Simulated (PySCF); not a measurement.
**Ions at one geometry of PbH2**

PySCF 2.14.0, RKS PBE0, Pb def2-SVP with ECP60, H def2-SVP; non-relativistic Hamiltonian with scalar-relativistic core potentials where named; density fitting; no spin-orbit coupling; singlets restricted, open shells unrestricted. The geometry is relaxed for charge 0, singlet, vacuum:

```xyz
3

Pb    0.0000    0.0000   -0.2925
H     1.3091    0.0000    1.0199
H    -1.3091    0.0000    1.0199
```

Energies count from the relaxed state; an electron taken off or put on is at rest in vacuum. Charges and spins are Mulliken's.

| state | energy (eV) | spin squared | charge on Pb1 (e) | spin on Pb1 (e) | dipole about the centre of mass (D) |
| --- | --- | --- | --- | --- | --- |
| charge 0, singlet, vacuum | 0.00 | 0.00 | 0.28 | 0.00 | 1.35 |
| charge -1, doublet, vacuum | -0.88 | 0.75 | -0.55 | 1.10 | 1.89 |

**Question.** What does the state charge +1, doublet, vacuum give?

**Answer.** energy (eV) 8.99, spin squared 0.76, charge on Pb1 (e) 0.87, spin on Pb1 (e) 0.46, dipole about the centre of mass (D) 0.13.

With an electron taken off (doublet) the charges change, summed by element, by Pb +0.59 e, H +0.41 e. The vertical ionisation energy is 8.99 eV, against −ε(HOMO) = 6.67 eV of the relaxed state. The level lies 2.3 eV too high, as is usual for semilocal functionals and global hybrids, which keep a self-interaction error.

With an electron put on (doublet) the charges change, summed by element, by Pb -0.84 e, H -0.16 e. The vertical electron affinity is 0.88 eV, against −ε(LUMO) = 2.82 eV of the relaxed state. The basis has no diffuse functions, which an added electron needs. The added electron's level lies above zero.

Open shells may have lower solutions than those found.
